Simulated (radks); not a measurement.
The numbers below are computed, except where a source is named.
Species: As VIII. Configuration: [Ar] 3d8.

Level of theory: Dirac Kohn-Sham, PBE, spin-unpolarised, spherical densities, point nucleus; open shells are shared between the two j in proportion to 2j + 1 (a radial shooting solver on a logarithmic mesh with Libxc functionals).

Energy parts (hartree):
| part | energy |
|---|---|
| total | -2244.66989 |
| kinetic | 2295.87006 |
| electron-nucleus | -5290.70150 |
| Hartree | 829.78132 |
| exchange-correlation | -79.61978 |

Orbitals (lengths in bohr, moments of r in powers of bohr; r(max) is where P^2 peaks; r(90%) holds 90 % of the orbital's charge):
[
 {"orbital": "1s1/2", "occ.": "2", "eigenvalue (hartree)": "-435.5985", "<1/r>": "33.47", "r(90%)": "0.0813", "r(max)": "0.02973"},
 {"orbital": "2s1/2", "occ.": "2", "eigenvalue (hartree)": "-59.67161", "<1/r>": "7.419", "r(90%)": "0.313", "r(max)": "0.1701"},
 {"orbital": "2p1/2", "occ.": "2", "eigenvalue (hartree)": "-53.85327", "<1/r>": "7.381", "r(90%)": "0.286", "r(max)": "0.1342"},
 {"orbital": "2p3/2", "occ.": "4", "eigenvalue (hartree)": "-52.50909", "<1/r>": "7.167", "r(90%)": "0.291", "r(max)": "0.1373"},
 {"orbital": "3s1/2", "occ.": "2", "eigenvalue (hartree)": "-11.72887", "<1/r>": "2.447", "r(90%)": "0.869", "r(max)": "0.5172"},
 {"orbital": "3p1/2", "occ.": "2", "eigenvalue (hartree)": "-9.75833", "<1/r>": "2.337", "r(90%)": "0.899", "r(max)": "0.5091"},
 {"orbital": "3p3/2", "occ.": "4", "eigenvalue (hartree)": "-9.56187", "<1/r>": "2.287", "r(90%)": "0.913", "r(max)": "0.5171"},
 {"orbital": "3d3/2", "occ.": "3.2", "eigenvalue (hartree)": "-6.18036", "<1/r>": "2.057", "r(90%)": "0.989", "r(max)": "0.4596"},
 {"orbital": "3d5/2", "occ.": "4.8", "eigenvalue (hartree)": "-6.14907", "<1/r>": "2.045", "r(90%)": "0.993", "r(max)": "0.4620"}
]

The highest occupied level is 3d5/2 at -167.32 eV. Summed over all electrons, <r^2> = 7.250 bohr^2, which gives a Langevin (diamagnetic) susceptibility term of -5.74 x 10^-6 cm^3/mol.
